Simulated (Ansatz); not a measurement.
Ansatz (an electronic-structure program) input (CCSD(T)/cc-pV(D+d)Z):
A basis named .json is the Basis Set Exchange file of that set.

Ansatz 0.2 input:
```yaml
crystal:
  periodic: [false, false, false]
  atoms:
    - {symbol: Al, position_ang: [-0.00000000, -0.00000000, -1.37767460]}
    - {symbol: Al, position_ang: [0.00000000, 0.00000000, 1.37767460]}
basis:
  gaussian:
    orbitals: cc-pV_D+d_Z.json
magnetization: {spin_polarized: true, initial_magnetization: 2}
correlation: {method: ccsd_t, electrons: outside_noble_gas}
```

Output:

```
Functional definition: HF
integrals: 0.02 GiB planned
498 factors; integrals over basis functions are off by at most 7.4e-4 eV
mean field: 0.10 GiB planned
mean field evaluation 1: about -13163.4657 eV, gradient 3.1e0 eV
mean field evaluation 2: about -13163.5179 eV, gradient 3.2e0 eV
mean field evaluation 4: about -13163.7361 eV, gradient 5.4e-1 eV
mean field evaluation 8: about -13163.7596 eV, gradient 5.6e-2 eV
mean field evaluation 16: about -13163.7603 eV, gradient 9.9e-7 eV
mean field evaluation 32: about -13164.1967 eV, gradient 2.0e-2 eV
mean field evaluation 64: about -13163.7603 eV, gradient 1.7e-6 eV
mean field evaluation 96: about -13164.1967 eV, gradient 1.1e-3 eV
mean field evaluation 128: about -13164.1936 eV, gradient 1.2e-1 eV
mean field evaluation 160: about -13163.7603 eV, gradient 2.3e-4 eV
mean field evaluation 192: about -13164.1373 eV, gradient 1.5e0 eV
mean field evaluation 224: about -13162.6672 eV, gradient 3.9e-2 eV
mean field evaluation 256: about -13161.9137 eV, gradient 1.8e0 eV
mean field evaluation 288: about -13161.6577 eV, gradient 1.3e-3 eV
mean field evaluation 320: about -13160.9843 eV, gradient 3.2e-2 eV
mean field evaluation 352: about -13160.0205 eV, gradient 4.1e0 eV
mean field evaluation 384: about -13162.6672 eV, gradient 3.3e-2 eV
mean field evaluation 416: about -13161.9421 eV, gradient 8.1e-1 eV
mean field evaluation 448: about -13161.5126 eV, gradient 1.5e-3 eV
mean field evaluation 480: about -13160.9845 eV, gradient 2.7e-2 eV
mean field evaluation 512: about -13160.3813 eV, gradient 5.3e-1 eV
mean field evaluation 544: about -13160.4721 eV, gradient 1.3e-3 eV
mean field evaluation 576: about -13162.6673 eV, gradient 4.1e-3 eV
mean field evaluation 608: about -13161.5126 eV, gradient 1.7e-3 eV
mean field -13164.19672220 eV, -483.7753065279 hartree, gradient 1.7e-6 eV, S^2 2.035877; 20 other end points of the search recorded, 0 dependent functions left out
determinant -13164.19672220 eV, -483.7753065279 hartree, with singles and doubles -13167.16994813 eV, -483.8845705653 hartree
determinant -13163.76029989 eV, -483.7592683036 hartree, with singles and doubles -13166.91840827 eV, -483.8753266459 hartree
determinant -13162.66729249 eV, -483.7191010228 hartree, with singles and doubles -13165.51093258 eV, -483.8236028684 hartree
determinant -13161.99585722 eV, -483.6944262317 hartree, with singles and doubles -13165.20653623 eV, -483.8124165089 hartree
determinant -13161.65770714 eV, -483.6819994453 hartree, with singles and doubles -13164.49110601 eV, -483.7861249335 hartree
determinant -13161.51255677 eV, -483.6766652675 hartree, with singles and doubles -13165.06301105 eV, -483.8071420558 hartree
determinant -13160.98467078 eV, -483.6572658153 hartree, with singles and doubles -13164.00452817 eV, -483.7682435274 hartree
determinant -13164.19672220 eV, -483.7753065279 hartree, with singles and doubles -13167.16271443 eV, -483.8843047320 hartree
determinant -13163.76029989 eV, -483.7592683036 hartree, with singles and doubles -13166.91138433 eV, -483.8750685210 hartree
10 core orbitals not correlated
reference -13164.19672220 eV, -483.7753065279 hartree; 4, 2 occupied and 32, 34 virtual orbitals, 498 factors
second order -2.12477895 eV of doubles, -0.00000000 eV of singles
coupled cluster: 0.09 GiB planned
cycle   1  -2.96599137 eV  change    8.6e-7 eV  update   1.5e-6
perturbative correction -0.12343704 eV, -0.0045362276 hartree
Total energy: -13167.28615061 eV, -483.8888409279 hartree
```
